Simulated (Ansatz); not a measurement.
Coupled-cluster diagnostics for Sn₂Ge⁺, Ansatz.

Geometry of the doublet (PBE0-D4/def2-TZVP):

```tsv
atom	x (Å)	y (Å)	z (Å)
Ge1	0.8411	-0.3900	0.9782
Sn2	-1.0306	1.2873	0.4710
Sn3	0.1894	-0.8973	-1.4492
```

In the def2 sets Sn takes a core potential; there is no spin–orbit coupling. Correlated methods freeze 17 core orbitals; core or outer-core shells of Ge, Sn are correlated, in sets that lack core-valence functions. Another isomer (doublet) lies 0.11 eV lower at PBE0-D4/def2-TZVP; other spin states weren't run for this one.

Problem. Estimate the CCSD(T) correlation energy, the shares of MP2 and (T), T1 and the reference's ⟨S²⟩ for: charge 1, doublet, own geometry in def2-SVP; and the rough time on 4 threads of Arm Neoverse V2 on a shared host.

Solution. 
| state | basis | correlation (eV) | MP2 share (%) | (T) share (%) | T1 | ⟨S²⟩ (pure) | wall time | remarks |
| --- | --- | --- | --- | --- | --- | --- | --- | --- |
| charge 1, doublet, own geometry | def2-SVP | -10.830 | 88.8 | 5.4 | 0.043 | 1.72 (0.75) | 5.5 s | spin-contaminated |
Customary marks for T1 are 0.02 (closed shells), 0.045 (open shells) and about 0.05 (3d metals). T1 exceeds 0.02 in 1 of 1 rows and 0.045 in 0; the higher it lies, the less the single-reference result can be trusted.
